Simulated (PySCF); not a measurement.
Point-charge models of `CP(C)P(C)C[SiH3]` against its computed dipole.

Coordinates (GFN2-xTB, Å) and charges (e) from the PBE0/pcSseg-1 density (PySCF):

```tsv
atom	x	y	z	Mulliken	IAO	Hirshfeld	ESP-fitted
C1	-2.688	-0.258	1.080	-0.4882	-0.6074	-0.1688	-0.3869
P2	-1.498	0.747	0.070	+0.0988	+0.3107	+0.1010	-0.1158
C3	-2.046	0.157	-1.600	-0.4872	-0.6059	-0.1696	-0.4309
P4	0.249	-0.580	0.256	+0.1221	+0.3069	+0.1024	-0.1044
C5	0.722	-0.105	1.983	-0.4858	-0.6062	-0.1688	-0.3986
C6	1.435	0.509	-0.671	-0.7413	-0.7199	-0.2066	-0.3775
Si7	3.200	-0.197	-0.714	+0.5186	+0.6026	+0.3072	+0.4453
H8	-2.594	-1.320	0.856	+0.1458	+0.1448	+0.0356	+0.1352
H9	-2.499	-0.092	2.139	+0.1500	+0.1536	+0.0410	+0.1437
H10	-3.699	0.076	0.853	+0.1480	+0.1562	+0.0446	+0.1665
H11	-2.071	-0.931	-1.641	+0.1465	+0.1462	+0.0352	+0.1369
H12	-3.040	0.554	-1.802	+0.1485	+0.1554	+0.0438	+0.1778
H13	-1.364	0.531	-2.362	+0.1481	+0.1515	+0.0406	+0.1477
H14	0.031	-0.572	2.684	+0.1520	+0.1548	+0.0425	+0.1721
H15	0.695	0.977	2.114	+0.1458	+0.1447	+0.0360	+0.1404
H16	1.725	-0.475	2.189	+0.1582	+0.1572	+0.0416	+0.1433
H17	1.413	1.512	-0.239	+0.1772	+0.1522	+0.0345	+0.1277
H18	1.062	0.586	-1.695	+0.1798	+0.1567	+0.0406	+0.2050
H19	3.773	-0.244	0.634	-0.0850	-0.1232	-0.0764	-0.0850
H20	4.017	0.687	-1.548	-0.0825	-0.1166	-0.0788	-0.1330
H21	3.167	-1.546	-1.279	-0.0695	-0.1144	-0.0772	-0.1094
```

Problem. Compute μ = Σ q r for each scheme (1 e·Å = 4.803 D) and compare with the dipole of the full density.

Solution. The full density gives (-0.56, 0.12, 0.12) D, 0.59 D in size; dipole vectors point from the negative to the positive end.

| scheme | μx | μy | μz | size (D) | share of the full size (%) | angle to the full dipole (°) |
| --- | --- | --- | --- | --- | --- | --- |
| Mulliken | 0.61 | -0.59 | 0.22 | 0.88 | 149 | 139 |
| IAO | 0.41 | -0.20 | -0.07 | 0.46 | 78 | 166 |
| Hirshfeld | -0.20 | 0.01 | 0.03 | 0.20 | 34 | 10 |
| ESP-fitted | -0.67 | 0.10 | 0.19 | 0.70 | 120 | 6 |

Problem. Which set comes closest?

Solution. Length of the difference vector: ESP-fitted 0.13 D, Hirshfeld 0.39 D, IAO 1.04 D, Mulliken 1.38 D. Closest: ESP-fitted. 

Problem. What is left for the Hirshfeld atoms' own dipoles?

Solution. The shares of the density sum to the whole, so what Σ q r misses lies in dipoles about the nuclei. The atomic dipoles sum to (-0.56, 0.12, 0.12) − (-0.20, 0.01, 0.03) = (-0.36, 0.11, 0.09) D, 0.39 D in size.

Problem. With the origin at the mean of the coordinates, (0.000, 0.001, 0.062) Å, which are the largest single terms, by size, of the Hirshfeld dipole along the direction of the full one?

Solution. Si7 -4.81, C1 -2.20, H20 +1.52, C6 +1.40, C3 -1.36 D; all 21 atoms together +0.20 D. The single terms depend on the origin, their sum doesn't.

Problem. Give the size of the full dipole in other units.

Solution. 0.59 D = 0.232 au = 0.123 e·Å = 1.97 × 10⁻³⁰ C·m.

Geometry: GFN2-xTB, one conformer, isolated molecule.

The run behind these numbers computed NMR shieldings as well. Cost: about 90 s of CPU time on one thread; the machine was shared, so the figure is rough.

The values belong to the conformer `[CH3:1][P:2]([CH3:3])[P:4]([CH3:5])[CH2:6][SiH3:7]`: C1–P2–P4–C5 -77°, P2–P4–C6–Si7 177°.
